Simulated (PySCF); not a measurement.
Ag2, SMILES [Ag][Ag], multiplicity 1.

Geometry optimised at PBE0-D3(BJ)/def2-TZVPD. The multiplicity is an assumed one; other spin states were not compared. The def2 effective core potentials stand for the cores of Ag; spin–orbit coupling is left out.

Two levels are set side by side: PBE/def2-TZVPD (PySCF) and CAM-B3LYP/def2-TZVPD (PySCF). Same geometry, gas phase. Differences are taken from unrounded values.

```csv
quantity,CAM-B3LYP,PBE,PBE minus CAM-B3LYP
orbital gap (eV),5.06,2.05,-3.02
highest occupied level (eV),-6.69,-5.21,1.48
lowest empty level (eV),-1.63,-3.17,-1.54
mean polarisability (bohr³),91.1,86.0,-5.1
```

Without exact exchange PBE keeps part of each electron's self-repulsion, which lifts occupied levels and narrows the gap. Differences between two approximate levels are no errors against the true value.

Rough cost on one machine, each run with all the roots and properties that it gave: CAM-B3LYP against PBE within a factor of 2.
